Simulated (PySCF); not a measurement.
**Broadened absorption spectrum of C5H8F3NO**

Compound: C5H8F3NO.
Z-matrix (Å and degrees, PBE0-D3(BJ)/def2-SVP geometry), rows numbered from 1:
```
C 
N   1  1.4388
C   2  1.3562  1  122.20
O   3  1.2141  2  123.94  1    -1.99
C   3  1.5318  2  115.62  1  -178.60
C   5  1.5262  3  111.33  2    75.84
C   5  1.5129  3  113.91  2   -51.34
F   7  1.3504  5  112.11  3    70.66
F   7  1.3340  5  111.06  3  -170.18
F   7  1.3326  5  111.94  3   -49.62
H   1  1.0974  2  107.54  3     0.48
H   1  1.1020  2  111.54  3   119.66
H   1  1.1017  2  111.47  3  -118.75
H   2  1.0115  1  119.08  3   176.06
H   5  1.0992  3  104.44  2  -165.89
H   6  1.0983  5  109.55  3    53.36
H   6  1.0995  5  111.39  3   -66.51
H   6  1.0992  5  110.77  3   172.89
```

Computed with TDDFT wB97X-D/def2-SVPD, vertical, gas phase, core orbitals frozen in the response in PySCF 2.14.0, density-fitted response routines.

Each state is given a Gaussian of 0.25 eV full width at half maximum, with ε(max) = 2.175×10⁸ f / Δν̃ (Δν̃ the width in cm⁻¹). The width is an assumption, not a result. The curve ends short of the highest state used, and states not computed would add to its high-energy end.

E (eV), ε (L mol⁻¹ cm⁻¹) and a bar:
```
     5.45          0 
     5.58         10 
     5.71         83 
     5.84        152 
     5.97         62 
     6.10          6 
     6.23          0 
     6.36          0 
     6.49          0 
     6.62          0 
     6.75          0 
     6.88          2 
     7.01        168 
     7.14       3230 ######
     7.27      14528 ##########################
     7.40      16785 ##############################
     7.53       5784 ##########
     7.66       1098 ##
     7.79       3744 #######
     7.91       6633 ############
     8.04       2931 #####
     8.17        312 #
     8.30        480 #
     8.43       2290 ####
```

Problem. Locate the maxima and give the states behind the curve.

Solution. 213 nm (5.83 eV), ε about 150, made up of S1 (100%); 169 nm (7.35 eV), ε about 18000, made up of S2 (81%) and S3 (19%); 157 nm (7.90 eV), ε about 6600, made up of S4 (100%) (ε in L mol⁻¹ cm⁻¹; maxima over ε = 5, shares over 10%). At its high-energy end, 8.43 eV, the curve is still rising (ε about 2300, from S5). The states used: S1 5.83 eV (f 0.0014); S2 7.33 eV (f 0.142); S3 7.43 eV (f 0.045); S4 7.90 eV (f 0.062); S5 8.50 eV (f 0.023); S6 8.65 eV (f 0.015); S7 8.75 eV (f 0.0031); S8 8.89 eV (f 0.0070); S9 9.01 eV (f 0.012); S10 9.03 eV (f 0.0080).

Problem. On this curve, what absorbance would a 10⁻⁴ mol/L sample give at 222 nm over a 1 cm path?

Solution. 222 nm is 5.585 eV, where ε is about 11 L mol⁻¹ cm⁻¹, so A = ε c l ≈ 0.0011 (Beer–Lambert, with the gas-phase spectrum and the assumed width).

Problem. What would ε be at 7.35 eV, the highest of these maxima, with half the width (0.125 eV)?

Solution. About 31000 L mol⁻¹ cm⁻¹ against 18500, a factor of about 1.7; a lone state at its own centre would give exactly 2.

Problem. Coming from long wavelengths, where does ε first pass 100 L mol⁻¹ cm⁻¹?

Solution. At about 216 nm (5.73 eV), 0.10 eV below S1.

The vertical ionisation energy (ΔSCF) is 9.87 eV, 0.84 eV above S10.

On one thread, x86-64 server (shared host), this took 9.9 min.

One conformer stands for the species.
